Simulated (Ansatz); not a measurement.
Start from `C#CC=S` and change one atom or group to get `[SiH3]C#CC=S`.

Ansatz, PBE0-D4/def2-TZVP geometries, multiplicity 1. 

| property | `C#CC=S` |
| --- | --- |
| HOMO–LUMO gap (ωB97M-V/def2-TZVPP) / eV | 8.11 |
| size of the dipole moment (B3LYP/def2-TZVPP) / D | 2.17 |
| HOMO energy (ωB97M-V/def2-TZVPP) / eV | -9.09 |
| HOMO energy (B3LYP/def2-TZVPP) / eV | -6.59 |
| size of the dipole moment (ωB97M-V/def2-TZVPP) / D | 2.05 |
| size of the dipole moment (PBE/def2-TZVPP) / D | 2.15 |

**Question.** What does the change do to each property? (Best estimate.)

**Answer.** The calculation gave: 
```json
{"property": "HOMO–LUMO gap (ωB97M-V/def2-TZVPP) / eV", "`[SiH3]C#CC=S`": "7.96", "shift": "-0.15"}
{"property": "size of the dipole moment (B3LYP/def2-TZVPP) / D", "`[SiH3]C#CC=S`": "2.01", "shift": "-0.16"}
{"property": "HOMO energy (ωB97M-V/def2-TZVPP) / eV", "`[SiH3]C#CC=S`": "-9.13", "shift": "-0.04"}
{"property": "HOMO energy (B3LYP/def2-TZVPP) / eV", "`[SiH3]C#CC=S`": "-6.61", "shift": "-0.02"}
{"property": "size of the dipole moment (ωB97M-V/def2-TZVPP) / D", "`[SiH3]C#CC=S`": "1.82", "shift": "-0.23"}
{"property": "size of the dipole moment (PBE/def2-TZVPP) / D", "`[SiH3]C#CC=S`": "2.03", "shift": "-0.12"}
```

Dipoles are sizes alone; their direction can turn.

B3LYP here is the variant with VWN-RPA as its local correlation; programs differ in this.
